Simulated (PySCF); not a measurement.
Relaxation of quartet Mg₃Se⁺

Method: UPBE0/[Se def2-SVP, Mg def2-SVP], no relativity, density fitting, PySCF. A (50,194) grid was used.

A start displaced from a saddle point along its imaginary mode, of C3v symmetry, held to at least that symmetry:

```xyz
4
charge 1 multiplicity 4, angstrom
Se    0.0000    0.2251    0.0000
Mg   -0.0002   -0.2499    2.5647
Mg    2.2212   -0.2500   -1.2822
Mg   -2.2210   -0.2500   -1.2825
```

Problem. What does it relax to?

Solution. It ends at C3v with Se–Mg 2.581 Å (×3); Mg–Se–Mg 110.0° (×3) (after a last refinement on a finer grid). A frequency run shows a minimum. Other isomers or separated fragments may lie lower.

Problem. How much energy is released, and in how many steps?

Solution. 2.6 kJ/mol in 8 steps.

At this level a broken-symmetry Ms = 1/2 minimum of Cs symmetry lies 11 kJ/mol below this structure.

The relaxation took roughly 70 core-seconds on a shared host.
